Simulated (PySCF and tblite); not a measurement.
Values are calculated unless marked as measured or tabulated.
dicyanothioketene, C4N2S, numbered as in [N:1]#[C:2][C:3](=[C:4]=[S:5])[C:6]#[N:7].

Classical Langevin dynamics with GFN2-xTB (tblite), gas phase: time step 1.5 fs, H mass 4 u, friction 0.005 fs⁻¹, 400 steps to settle and 8000 to sample, one trajectory a temperature from the lowest conformer.

GIAO shieldings at PBE0/pcSseg-1 (PySCF) on 9 frames a temperature; like atoms are averaged, and of two unlike H on one atom a is the less shielded at the minimum.

(1) How far do thermal motions move the shieldings from their values at the minimum?

(2) What do the single frames at 300 K give for C2/C6?

(3) How does the lowest singlet excitation (PBE0/def2-SVPD) spread?

Changes within two standard errors are not significant.

The study took 8.7 min on 1 thread of Arm Neoverse V1, on a host shared with other jobs (rough), peak memory 0.67 GiB, launched as `OMP_NUM_THREADS=1 python ens_run.py task.json out`.

Answers

(1) 
```csv
signal,σ at minimum (ppm),"Δσ, 300 K","Δσ, 600 K","Δσ, 900 K"
N1/N7,-94.2,-4.6 ± 3.5,-2.5 ± 2.9,-5.6 ± 5.2
C2/C6,79.0,-0.9 ± 0.7,-1.9 ± 0.7,-2.4 ± 1.0
C3,135.6,-5.2 ± 1.2,-4.0 ± 2.0,-2.7 ± 2.3
C4,-82.6,-2.5 ± 2.2,1.7 ± 3.0,-5.6 ± 3.5
S5,28.8,-29.2 ± 10.8,-17.0 ± 16.2,-97.5 ± 26.8
```

Errors are standard errors over frames. Zero-point motion is missing, and a reference compound would move too.

(2) 
| t (fs) | V above the minimum, tight binding (kcal/mol) | E above it, DFT (kcal/mol) | torsions (°) | σ (ppm) |
| --- | --- | --- | --- | --- |
| 1266 | 5.6 | 6.5 | none | 78.0 |
| 2600 | 3.8 | 4.5 | none | 75.9 |
| 3933 | 3.1 | 4.1 | none | 80.0 |
| 5266 | 4.9 | 4.3 | none | 75.2 |
| 6600 | 3.3 | 5.5 | none | 80.7 |
| 7934 | 5.4 | 8.9 | none | 76.3 |
| 9267 | 5.3 | 3.6 | none | 77.2 |
| 10600 | 5.0 | 5.9 | none | 80.1 |
| 11934 | 5.2 | 4.0 | none | 79.3 |

(3) 2.35 eV at the minimum; 2.30 eV with a spread of 0.06 eV at 300 K; 2.30 eV with a spread of 0.09 eV at 600 K; 2.18 eV with a spread of 0.12 eV at 900 K.
